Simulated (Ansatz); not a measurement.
`C[NH][SnH]([Cl])[O]C` + `COCF` → `C[O][SnH]([Cl])[O]C` + `CNCF`  (formal exchange of groups at the Sn–N bond)

Computed with Ansatz on PBE0-D4/def2-TZVP structures; ΔE is electronic, products minus reactants. CCSD(T)/CBS adds triple-zeta CCSD(T) − MP2 to the extrapolated MP2 energy (def2 sets, frozen cores). DFT in def2-TZVPP. def2 core potentials past Kr. For Sn outer-core shells are correlated without core-valence functions, which leaves a few kJ/mol of doubt a bond. Each species was taken in one conformer, which may not be the lowest.

```tsv
level	ΔE (eV)
PBE0-D4	-0.37
ωB97M-V	-0.38
PBE	-0.41
MP2/def2-TZVPP	-0.36
CCSD/def2-TZVPP	-0.34
CCSD(T)/def2-TZVPP	-0.34
HF/CBS(def2)	-0.38
CCSD/CBS(def2)	-0.38
```

(1) What does CCSD(T)/CBS give? (Estimate.)

Largest T1 diagnostic among the species: 0.013.

## Answers

(1) The calculation gave: -0.38 eV. The listed levels differ from it by 0.01, 0.00, -0.03, 0.02, 0.04, 0.04, 0.00, 0.00 eV.
